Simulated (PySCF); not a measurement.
Species: C5H11N3Si.
Z-matrix (Å and degrees, PBE0-D3(BJ)/def2-SVP geometry), rows numbered from 1:
```
C 
Si  1  1.8747
C   2  1.8783  1  110.90
C   2  1.8808  1  111.29  3   123.10
C   2  1.8808  1  107.40  3  -119.11
C   5  1.3873  2  132.48  1    28.75
N   6  1.3556  5  109.59  2   178.92
N   7  1.2898  6  108.94  5     0.05
N   8  1.3288  7  107.26  6    -0.14
H   1  1.1007  2  111.05  3   179.56
H   1  1.1014  2  111.04  3    59.39
H   1  1.1015  2  110.79  3   -60.19
H   3  1.1018  2  110.91  1    60.60
H   3  1.1012  2  111.19  1  -179.28
H   3  1.1010  2  110.81  1   -59.44
H   4  1.1012  2  111.22  1    59.11
H   4  1.1017  2  110.52  1   -60.64
H   4  1.1022  2  111.87  1  -179.81
H   6  1.0883  5  128.93  2    -1.34
H   9  1.0132  5  128.18  2     2.10
```

Computed with PySCF at PBE0/pcSseg-1, non-relativistic, on one gas-phase PBE0-D3(BJ)/def2-SVP geometry that isn't relaxed in the solvent. The solvent is an IEF-PCM continuum (Bondi radii, 1.10 Å for H, scaled by 1.2). Specific hydrogen bonds and non-electrostatic terms are outside this model.

Gas phase at PBE0/pcSseg-1: HOMO -7.46 eV, LUMO -0.22 eV, dipole 5.14 D.

What does the continuum do to the energy, the frontier levels and the dipole at PBE0/pcSseg-1 in chloroform and tetrahydrofuran?

| solvent | ε | E(solvent) − E(gas) (kcal/mol) | polarisation term (kcal/mol) | distortion of the solute (kcal/mol) | HOMO (eV) | LUMO (eV) | dipole (D) |
| --- | --- | --- | --- | --- | --- | --- | --- |
| chloroform | 4.711 | -7.73 | -8.95 | 1.22 | -7.51 | -0.26 | 6.27 |
| tetrahydrofuran | 7.426 | -8.94 | -10.57 | 1.63 | -7.52 | -0.27 | 6.44 |

The first energy column is the sum of the next two and covers electrostatics alone. From chloroform to tetrahydrofuran the lowering changes by a factor 1.16, Onsager's factor (ε − 1)/(2ε + 1) by 1.14 and ε itself by 1.6.

Which radius a makes the point-dipole formula ΔE = −[(ε − 1)/(2ε + 1)]·μ²/a³ give the value in tetrahydrofuran, with the gas-phase dipole?

μ = 2.022 au and |ΔE| = 0.01424 Eh give a = 2.58 Å; the farthest nucleus lies 3.49 Å from the centroid of the nuclei, so such a sphere wouldn't even hold the nuclei. The formula assumes a rigid point dipole at the centre of a sphere.

Which Mulliken charges (PBE0/pcSseg-1) respond most in chloroform (means over atoms taken as equivalent)?

```json
{"atoms": "N7", "environment": "pyridine-type nitrogen", "gas (e)": "-0.258", "solvent (e)": "-0.303", "change": "-0.045"}
{"atoms": "N8", "environment": "pyridine-type nitrogen", "gas (e)": "-0.045", "solvent (e)": "-0.082", "change": "-0.037"}
{"atoms": "H20", "environment": "N–H hydrogen", "gas (e)": "+0.201", "solvent (e)": "+0.228", "change": "+0.027"}
{"atoms": "Si2", "environment": "four-coordinate silicon", "gas (e)": "+0.960", "solvent (e)": "+0.985", "change": "+0.025"}
{"atoms": "N9", "environment": "pyrrole-type nitrogen", "gas (e)": "-0.262", "solvent (e)": "-0.244", "change": "+0.018"}
{"atoms": "H19", "environment": "aromatic hydrogen", "gas (e)": "+0.099", "solvent (e)": "+0.116", "change": "+0.017"}
{"atoms": "C1/C3/C4", "environment": "Si-methyl carbon", "gas (e)": "-0.624", "solvent (e)": "-0.639", "change": "-0.015"}
{"atoms": "C6", "environment": "aromatic CH next to a ring nitrogen", "gas (e)": "+0.007", "solvent (e)": "-0.003", "change": "-0.010"}
```

How do the nuclear quadrupole coupling constants eQVzz/h respond in chloroform?

```json
{"nucleus": "14N at N7", "Q (barn)": "0.02044", "gas (MHz)": "-5.31", "solvent (MHz)": "-5.15", "η gas": "0.05", "η solvent": "0.08"}
{"nucleus": "14N at N8", "Q (barn)": "0.02044", "gas (MHz)": "-4.97", "solvent (MHz)": "-4.78", "η gas": "0.58", "η solvent": "0.63"}
{"nucleus": "14N at N9", "Q (barn)": "0.02044", "gas (MHz)": "-2.85", "solvent (MHz)": "-2.58", "η gas": "0.45", "η solvent": "0.65"}
```
